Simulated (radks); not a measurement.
The lanthanum ion La2+ inside a hard spherical wall (all orbitals vanish at R), configuration held at [Xe] 5d1 and not refilled when levels cross. All-electron calculation, scalar-relativistic Kohn-Sham, PBE, spin-unpolarised, spherical densities, finite nucleus; Fermi nuclear charge, rms radius 4.855 fm. Program: a radial shooting solver on a logarithmic mesh with Libxc functionals. Eigenvalues in eV, with the zero of energy where the potential of the charges vanishes at infinity; a dash marks a level that is unbound or too diffuse for the functional's potential to be trusted. A positive occupied level is held by the wall or, in an anion where self-interaction has pushed it up, behind a barrier. The pressure on the wall is -dE/dV.

R (bohr)  E (hartree)  kinetic (hartree)    e(4d)    e(5s)    e(5p)  e(4f, empty)    e(5d)  e(6s, empty)  pressure (GPa)
free       -8492.2923           8982.134  -116.57  -51.518  -34.918       -16.969  -14.698       -13.520               0
20         -8492.2923           8982.134  -116.57  -51.518  -34.918       -16.969  -14.698       -13.520        < 0.0001
15         -8492.2923           8982.134  -116.57  -51.518  -34.918       -16.969  -14.698       -13.520        < 0.0001
10         -8492.2923           8982.134  -116.57  -51.517  -34.917       -16.968  -14.697       -13.515        0.000400
6          -8492.2862           8982.182  -116.33  -51.309  -34.723       -16.743  -14.389       -12.372           0.614
5          -8492.2627           8982.340  -115.81  -50.876  -34.310       -16.246  -13.598        -9.753            4.53
3          -8490.9440           8989.650  -104.98  -42.175  -24.343        -5.914    2.652        33.899             767
2.5        -8488.1355           9002.231  -92.947  -30.021   -9.580         6.140   23.697        84.935            3610
